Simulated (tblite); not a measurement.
Isomers of C6H12OP2. All values are computed: GFN2-xTB (tblite) harmonic vibrations without scaling, gas phase. Against measured fundamentals such values can be off by several per cent, at times by over 20. Modes of hydrogen on phosphorus can be 10 to 20 % off. One conformer each.

Electronic energies: GFN2-xTB at the same geometries; isomer energies are rough at this level and their order can be wrong.

| SMILES | electronic energy, lowest = 0 (kcal/mol) |
| --- | --- |
| C=CP1(=O)CCPCC1 | 0.0 |
| C/C=C/[P@@](C)(=O)/C=C/P | 21.7 |
| C=CC/P=P/CCOC | 50.4 |

Question: How do GFN2-xTB zero-point energies change the relative energies?

Answer: 
| SMILES | ZPE (kcal/mol) | of it from modes above 1550 cm⁻¹ | electronic (kcal/mol) | with ZPE, lowest = 0 (kcal/mol) | lowest mode (cm⁻¹) | rings |
| --- | --- | --- | --- | --- | --- | --- |
| C=CP1(=O)CCPCC1 | 103.8 | 52.5 | 0.0 | 0.0 | 69 | 1 |
| C/C=C/[P@@](C)(=O)/C=C/P | 100.2 | 54.6 | 21.7 | 18.1 | 33 | 0 |
| C=CC/P=P/CCOC | 104.9 | 53.5 | 50.4 | 51.4 | 22 | 0 |

The zero-point energies span 4.7 kcal/mol, from `C/C=C/[P@@](C)(=O)/C=C/P` to `C=CC/P=P/CCOC`. The order is unchanged.
